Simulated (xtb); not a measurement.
Input for xtb:
```
$ xtb mol.xyz --gfn 2 --uhf 1 --gbsa thf --json

# file mol.xyz
4

Si     0.00172380     0.00046639     0.05606838
H     -0.01025152     1.41163100    -0.27334508
H      1.21691602    -0.70748096    -0.29344641
H     -1.23079768    -0.71067955    -0.21816587
```

Question: What does this run give for the dipole moment, partial charges in atom order, total energy?

Answer: 
| Quantity | Value |
|---|---|
| dipole moment | 0.13 D |
| partial charges in atom order | Si1 0.30, H2 -0.10, H3 -0.10, H4 -0.10 |
| total energy | -3.1901 Eh |
